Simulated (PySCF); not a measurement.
PySCF input:

```python
from pyscf import gto, scf, dft

mol = gto.M(
    atom='''
    C     0.06567943   -0.05106793    0.99398567
    Br    0.83648219    1.31722774   -0.07339264
    Br   -0.84774152   -1.30847324   -0.09700491
    ''',
    basis='def2-tzvpd',
    charge=0,
    spin=0,
    verbose=4,
)

mf = dft.RKS(mol, xc='m062x').density_fit(auxbasis='def2-universal-jkfit')
mf.grids.level = 4
mf.conv_tol = 1e-9
mf.max_cycle = 100
mf.max_memory = 1500
mf.kernel()
if not mf.converged:
    mf = mf.newton()
    mf.kernel(mf.make_rdm1())
mf.analyze()
```

Question: Predict the final energy.

Answer: -5186.37281 Eh (M06-2X/def2-TZVPD).
